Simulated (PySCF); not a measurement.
## Working out the ionisation energy of As⁺

As⁺ [Ar] 3d10 4s2 4p2 (3P) → As²⁺ [Ar] 3d10 4s2 4p1 (2P). Computed with PySCF 2.14 in aug-cc-pVDZ-DK (6s5p3d, 36 functions), with the spin-free X2C one-electron Hamiltonian (Gaussian nucleus). Frozen: [Ar] 3d10. Energies in hartree (1 hartree = 27.21139 eV):

```tsv
part	As⁺ (lower)	As²⁺ (upper)
UHF	-2258.571121	-2257.910443
MP2 opposite-spin	-0.035629	-0.031028
MP2 same-spin	-0.007127	-0.002102
```

Problem. What does Hartree-Fock give?

Solution. (-2257.910443) − (-2258.571121) = 0.660678 hartree = 17.978 eV.

Problem. What do MP2 and SCS-MP2 (6/5 opposite-spin, 1/3 same-spin) give?

Solution. The opposite-spin parts differ by 0.125 eV and the same-spin parts by 0.137 eV. MP2: 17.978 + (0.125) + (0.137) = 18.240 eV. SCS-MP2: 17.978 + 1.2 × (0.125) + (0.137)/3 = 18.174 eV.

A first-order spin-orbit estimate adds -0.031 eV to MP2 (valence), giving 18.209 eV against 18.589 eV (measured; NIST Atomic Spectra Database, ionization energies).

A double-zeta basis recovers only part of the correlation energy.

What remains against the reference includes basis incompleteness, the frozen core and correlation beyond second order.
